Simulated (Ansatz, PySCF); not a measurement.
Gas-phase reaction in SMILES: C[SiH](C)F [fluoro(dimethyl)silane] → [CH2][SiH](C)F + H atom (the C-H bond at the site shown breaks; other sites are not compared here)
Structures are relaxed separately at B3LYP-D3(BJ)/def2-TZVP in Ansatz (a quantum-chemistry and plane-wave program), one conformer each, not searched for the lowest. Frequencies are from Ansatz or PySCF.

Property: bond dissociation energy (0 K, with B3LYP-D3(BJ) harmonic zero-point energies), in kcal/mol. Valence correlation only, unless marked. UHF or UKS for open shells. Spin-orbit coupling is left out. No relativistic terms. CBS marks a two-point X^-3 extrapolation of the correlation energy; Hartree-Fock from the larger set. The bracket is a focal-point correction in the basis named.

| level | program | bond dissociation energy (kcal/mol) |
|---|---|---|
| revPBE-D4/def2-TZVPD | Ansatz + dftd4 | 95.8 |
| B3LYP-D3(BJ)/def2-TZVPD | Ansatz + dftd3 | [?] |
| PBE0/def2-QZVPP | Ansatz | [?] |
| B2GP-PLYP-D4/def2-TZVPD | Ansatz + dftd4 | [?] |
| SCS-MP2/cc-pV(D+d)Z | Ansatz | 95.8 |
| RI-MP2/CBS(cc-pV(T+d)Z,cc-pV(Q+d)Z)+[CCSD(T)-MP2]/cc-pV(T+d)Z | Ansatz | 100.7 |

**Question.** Some entries are withheld; supply them.

**Answer.** 
- B3LYP-D3(BJ)/def2-TZVPD, bond dissociation energy (kcal/mol): 98.3
- PBE0/def2-QZVPP, bond dissociation energy (kcal/mol): 96.7
- B2GP-PLYP-D4/def2-TZVPD, bond dissociation energy (kcal/mol): 97.8
